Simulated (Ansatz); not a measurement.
# Energy profile

The step: TiF₄ ([F][Ti]([F])([F])[F]) + H₂O → TiHOF₃ ([OH][Ti]([F])([F])[F]) + HF (still joined by a long Ti–F bond); bonds formed: F2–H6; dative contacts that become bonds: Ti1–O7; bonds broken: H6–O7; bonds weakened to dative contacts: Ti1–F2 (atoms numbered as in the saddle structure below).

```csv
atom,x (Å),y (Å),z (Å)
Ti1,-0.4939,-0.1296,-0.4757
F2,0.4661,-1.4087,0.8731
F3,0.1138,-1.0870,-1.7941
F4,-2.0729,-0.6233,0.0530
F5,-0.7996,1.3829,-1.2976
H6,0.8774,-0.4084,1.1313
O7,0.6600,0.7635,0.8122
H8,1.2492,1.5106,0.6979
```

Electronic energies by CCSD(T) at an estimated basis limit (MP2 extrapolated from triple and quadruple zeta, plus CCSD(T) − MP2 in triple zeta), on PBE0-D4/def2-TZVP structures; TiH2OF4, closed shell; no counterpoise correction. Computed with Ansatz 0.2.0 (basis: def2-TZVPP and def2-QZVPP); correlated methods freeze the cores. Extrapolation: Hartree–Fock as exp(−7.88 √X), correlation as X^−2.97.

Problem. Give the profile in eV, counted from the separated reactants. (Judge from chemistry; the value comes from the calculation.)

Solution. Computed:
```
                                                                                                       point      eV
  separated: TiF4 (linked as [F][Ti]([F])([F])[F]; Ti1, F2, F3, F4, F5; singlet) + H2O (H6, O7, H8; singlet)   0.000
                                                                                             start structure  -0.608
                                                                                                      saddle   0.339
                                                                                               end structure   0.092
separated: TiHOF3 (linked as [OH][Ti]([F])([F])[F]; Ti1, F3, F4, F5, O7, H8; singlet) + HF (F2, H6; singlet)   0.359
```

T1 diagnostic: at most 0.024.

The step is the kind of ligand exchange by which a precursor binds to a hydroxyl group, or is hydrolysed, in atomic layer deposition of oxides.

For scale, one of the runs: CCSD(T)/def2-TZVPP, 247 basis functions, launched by `ansatz run in.yaml --threads 8 --pin off --events-out ev --progress --plain --max-ram 19148MiB`. Hardware: 8 CPU threads of an Arm Neoverse V2, shared host. Wall time 3.9 min; peak host memory 6.3 GiB.
